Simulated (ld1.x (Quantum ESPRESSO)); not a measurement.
# Varying the TM potential for ruthenium

Base potential:

Ru, norm-conserving Troullier–Martins (Kleinman–Bylander form), made with ld1.x (Quantum ESPRESSO) 7.5 (LDA (PZ), fully relativistic). Core [Kr], reference 4d8 5s0 5p0. Waves: 5p (bound, empty): rc 2.95 bohr; 4d (bound): rc 1.45 bohr; 5s (bound, empty): rc 2.55 bohr. Local part: the s channel. Core correction: Bessel-smoothed model core inside 0.75 bohr.

Open shells are filled in proportion to 2j + 1 (rel_dist='average').

Cutoffs, loose and tight: the cutoffs (Ry, on a coarse ladder) from which the occupation-weighted sum of valence levels, in a spherical-Bessel basis at the reference potential, stays within 10 and 1 mRy of its value at 400 Ry. They do not see the model core or the augmentation charge, which bear on the density cutoff. Test errors are all-electron minus pseudo excitation energies from the reference, over the configurations 4d7 5s1 5p0; 4d7 5s0 5p0; 4d6 5s0 5p0; 4d5 5s0 5p0; 4d7 5s0 5p1; 4d7.5 5s0.5 5p0; 4d6 5s1 5p0. A dash means not determined; rows that change the core or the reference have their own tests. The largest error is taken over the tests solved by every variant that gives reliable tests at all: 4d5 5s0 5p0; 4d6 5s0 5p0; 4d6 5s1 5p0; 4d7 5s0 5p1; 4d7 5s1 5p0.

On the changes marked as counting shells twice: ld1.x takes every shell without a wave as core, so the model core holds the marked electrons as well and exchange and correlation see them twice. This cancels in the reference configuration, but the file is broken for other ones, and its errors say nothing about a proper core correction.

| change | outcome | cutoff, loose | cutoff, tight | bound ghosts | largest test error (meV) |
| --- | --- | --- | --- | --- | --- |
| base | generated | 55 Ry | 70 Ry | none | -1189 |
| core [Ar] 3d10, valence charge 16; reference 4s2 4p6 4d7 5s1 5p0; waves now 4s (bound): rc 1.40 bohr; 4p (bound): rc 1.75 bohr; 4d (bound): rc 2.10 bohr; local potential the d channel; core correction Bessel-smoothed model core, default radius (core density twice the valence density) (5s counted twice) | generated, misses its reference levels by 0.20 eV | 80 Ry | 120 Ry | none | -991 |
| reference 4d7 5s1 5p0 | generated | 55 Ry | 70 Ry | none | -1782 |
| all radii but the core radius scaled by about 1.08 (s 2.76, p 3.20, d 1.58 bohr) | generated | 55 Ry | 70 Ry | none | -1186 |
| functional PBEsol | generated | 55 Ry | 70 Ry | none | -1232 |
| wave 5p (bound): rc 2.95 bohr becomes 5p (bound): rc 3.88 bohr | generated | 55 Ry | 70 Ry | none | -1189 |
| scalar-relativistic | generated | 55 Ry | 70 Ry | none | -1193 |
| core correction Bessel-smoothed model core inside 1.42 bohr | generated | 55 Ry | 70 Ry | none | -1190 |
| wave 4d (bound): rc 1.45 bohr becomes 4d (bound): rc 1.24 bohr | generated | 70 Ry | 80 Ry | none | -1189 |

(1) What comes out with this change to the base: wave 5s (bound): rc 2.55 bohr becomes 5s (bound): rc 2.52 bohr?

## Answers

(1) outcome: failed: run_pseudo: Errors in PS-KS equation. Cause: the pseudo-atom solver did not find the valence states with the expected number of nodes, which is the usual sign of a ghost state.
